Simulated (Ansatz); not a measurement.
`N[SiH2]/C=C/[SiH3]`, relaxed with RKS PBE0-D4/def2-TZVP in Ansatz from a PBE-D4/def2-SVP geometry. The force threshold is 0.005 eV/Å; the program also tests the step.

The species carries charge 0 and has multiplicity 1.

Start:

```xyz
14

N     2.446    0.041    1.008
Si    1.891    0.217   -0.636
C     0.014    0.116   -0.837
C    -0.815   -0.088    0.216
Si   -2.687   -0.204    0.104
H     2.270    0.788    1.684
H     2.400   -0.873    1.463
H     2.526   -0.875   -1.456
H     2.361    1.555   -1.145
H    -0.428    0.227   -1.849
H    -0.344   -0.194    1.217
H    -3.116   -0.013   -1.326
H    -3.343    0.847    0.963
H    -3.175   -1.545    0.592
```

(1) How much energy does the relaxation release, and in how many steps? (Best estimate.)

(2) Which bonds change most? (Best estimate.)

(3) Give the relaxed structure. (Estimate.)

## Answers

(1) Computed: 6.59 kJ/mol, in 10 steps, 1 of them rejected.

(2) The calculation gave: N1–Si2 from 1.744 to 1.713 Å; Si2–C3 from 1.891 to 1.870 Å; Si5–H14 from 1.508 to 1.489 Å; Si5–H13 from 1.508 to 1.489 Å.

(3) The calculation gave: 
```xyz
14

N     2.427    0.037    0.993
Si    1.855    0.215   -0.612
C    -0.003    0.109   -0.792
C    -0.830   -0.092    0.239
Si   -2.681   -0.200    0.080
H     2.376    0.785    1.663
H     2.497   -0.863    1.436
H     2.464   -0.859   -1.444
H     2.295    1.543   -1.119
H    -0.434    0.217   -1.790
H    -0.386   -0.199    1.231
H    -3.058   -0.025   -1.347
H    -3.345    0.851    0.899
H    -3.178   -1.519    0.563
```
